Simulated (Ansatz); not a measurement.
H4OSiZn (`[OH][Zn][SiH3]`). Total charge 0; spin multiplicity 1.

```xyz
7

O     1.925    1.216    1.585
Zn    0.691    0.439    0.558
Si   -0.853   -0.519   -0.917
H     1.864    1.092    2.533
H    -0.176   -1.081   -2.118
H    -1.852    0.481   -1.383
H    -1.599   -1.628   -0.258
```

Question: List the harmonic frequencies (cm⁻¹, unscaled) at PBE0-D4/def2-TZVP in Ansatz. (Estimate.)

Answer: Ansatz gave: 24, 114, 118, 323, 460, 465, 653, 698, 861, 940, 941, 2207, 2215, 2218, 3920.

Question: Is this a minimum?

Answer: Yes, all 15 modes are real.

Question: Give the ideal-gas thermochemistry at 298.15 K and 1 bar (rigid rotor, harmonic oscillator; point group C1, symmetry number 1).

Answer: Zero-point energy 96.6 kJ/mol; H(298) − E = 116.0 kJ/mol; entropy 338.1 J/(mol·K), of which translation 167.9, rotation 101.2, vibration 69.1; G(298) − E = 15.2 kJ/mol. Modes under 100 cm⁻¹ are hindered rotations or soft bends, so the harmonic entropy is rough.

Question: And at 400, 500, 600, 800 and 1000 K?

Answer: 
| T (K) | H − E (kJ/mol) | S (J/mol/K) | G − E (kJ/mol) |
| --- | --- | --- | --- |
| 400 | 125.7 | 366.0 | -20.7 |
| 500 | 136.2 | 389.4 | -58.5 |
| 600 | 147.4 | 409.7 | -98.5 |
| 800 | 171.4 | 444.2 | -184.0 |
| 1000 | 197.1 | 472.8 | -275.8 |

Question: Rotational constants (cm⁻¹)?

Answer: 2.589, 0.07629, 0.07606.
